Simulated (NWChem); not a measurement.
# BCl$_{2}$F; SMILES FB(Cl)Cl

```xyz
4

B      0.0000     0.0000    -0.3489
F      0.0000     0.0000    -1.6596
Cl     1.5210     0.0000     0.5019
Cl    -1.5210     0.0000     0.5019
```
Atoms are numbered in this order, from 1.

All runs: NWChem. Geometry optimised at PBE0/def2-SVP; all other runs use it. Pople sets run with spherical d functions. Vzz has the sign of the potential's second derivative.

| quantity | level | value |
|---|---|---|
| vertical ionisation energy, ΔSCF (eV) | PBE0/6-31G* | 11.88 |
| dipole (D) | RPBE/6-31G* | 0.16 |
| Vzz Cl4 (a.u.) | Hartree-Fock/6-31G* | 2.229 |
| first state with f > 0.002 (eV), F K edge, unshifted | B3LYP/6-311G**, TDA | 669.5 |
| highest harmonic frequency (cm⁻¹) | PBE0/def2-SVP | 1358 |
